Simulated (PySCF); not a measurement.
# Electronic structure of Rh⁺ (rhodium, charge +1) at the UHF level

Configuration: [Kr] 4d7 5p1, one real determinant (an excited configuration). All numbers are calculated (PySCF 2.14, a scalar-relativistic core potential, in aug-cc-pwCVTZ-PP with ECP28MDF (8s8p7d4f3g, 122 functions)).

```json
{
 "Total energy": "-108.938450 hartree",
 "One-electron energy": "-185.6250 hartree",
 "Hartree (Coulomb) energy": "87.0615 hartree",
 "Exchange energy": "-10.3749 hartree",
 "⟨S²⟩": "6.0059",
 "⟨L²⟩": "13.963",
 "Sum of ⟨r⟩": "22.53 bohr",
 "Sum of ⟨r²⟩": "43.63 bohr²",
 "Traceless quadrupole moment −½Σ⟨3z² − r²⟩ along its main axis": "-6.29 e·bohr²",
 "Time after the integrals": "about 9 core-seconds"
}
```

```csv
shell,electrons,mean orbital energy (eV),spread (eV),"rms radius, mean of both spins (bohr)"
4s α,1,-117.44,0,1.06
4s β,1,-111.70,0,1.06
4p α,3,-80.668,0.387,1.16
4p β,3,-73.508,0.671,1.16
4d α,5,-25.859,1.348,1.58
4d β,2,-23.221,0.237,1.58
5p α,1,-10.209,0,3.98
```

⟨L²⟩ = 13.96 against 20 for a pure G term, so this real determinant mixes terms. Energies and moments cover only the electrons outside the core potential.
